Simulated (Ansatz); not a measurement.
CrO3 (SMILES [O]=[Cr](=[O])=[O]), singlet, geometry from GFN2-xTB (such geometries of metal compounds can be far from the true shape); R2SCAN/6-31G** (Ansatz, a quantum-chemistry and plane-wave program).

Input for Ansatz:
Ansatz 0.2 input:
```yaml
crystal:
  periodic: [false, false, false]
  atoms:
    - {symbol: Cr, position_ang: [-0.00000000, -0.00000000, -0.00000000]}
    - {symbol: O, position_ang: [-1.07077093, -1.11835431, -0.13016836]}
    - {symbol: O, position_ang: [-0.05729490, 1.24258645, -0.93107827]}
    - {symbol: O, position_ang: [1.12806583, -0.12423215, 1.06124663]}
basis:
  gaussian:
    orbitals: 6-31G__.json
    final_grid: {core_spheres: 14, valence_spheres: 28, degree: 59}
hamiltonian:
  xc: r2scan
```
The basis file holds 6-31G** in the JSON format of the Basis Set Exchange.

Output, abridged:

```
Functional definition: r2SCAN
774 factors; their error is unknown
mean field evaluation 1: about -34523.8125 eV, gradient 1.4e2 eV
mean field evaluation 2: about -33995.9438 eV, gradient 5.2e2 eV
mean field evaluation 4: about -34540.9685 eV, gradient 1.1e2 eV
mean field evaluation 8: about -34556.8732 eV, gradient 7.2e0 eV
mean field evaluation 16: about -34556.9268 eV, gradient 2.1e-4 eV
mean field -34556.92676052 eV, -1269.9436349229 hartree, gradient 1.2e-5 eV, S^2 0.000000; 0 other end points of the search recorded, 0 dependent functions left out
reference -34556.92678840 eV, -1269.9436359473 hartree; 24, 24 occupied and 57, 57 virtual orbitals, 774 factors
Total energy: -34556.92678840 eV, -1269.9436359473 hartree
```
